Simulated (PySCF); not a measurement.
Vertical excitations of a molecule CH₆FNOSi₂ from TDDFT-ωB97X/def2-SVPD run with PySCF, as energy in eV (oscillator strength): 6.85 (0.008), 7.47 (0.023), 7.66 (0.016), 8.04 (0.024), 8.22 (0.044), 8.32 (0.011), 8.46 (0.006), 8.78 (0.029), 8.82 (0.001), 9.01 (0.070). Lowest triplet (TDA): 6.55 eV. Coordinates come from a PBE-D3(BJ)/def2-SVP optimisation. One conformer was computed; it need not be the lowest.

Problem. Identify the compound among the candidates.
(A) C[Si@@]1(F)N[SiH2]O1
(B) FC[Si@@H]1N[SiH2]O1
(C) F[Si@H]1N[SiH2]CO1
(D) CN1[SiH2]O[Si@@H]1F

Solution. C, F[Si@H]1N[SiH2]CO1
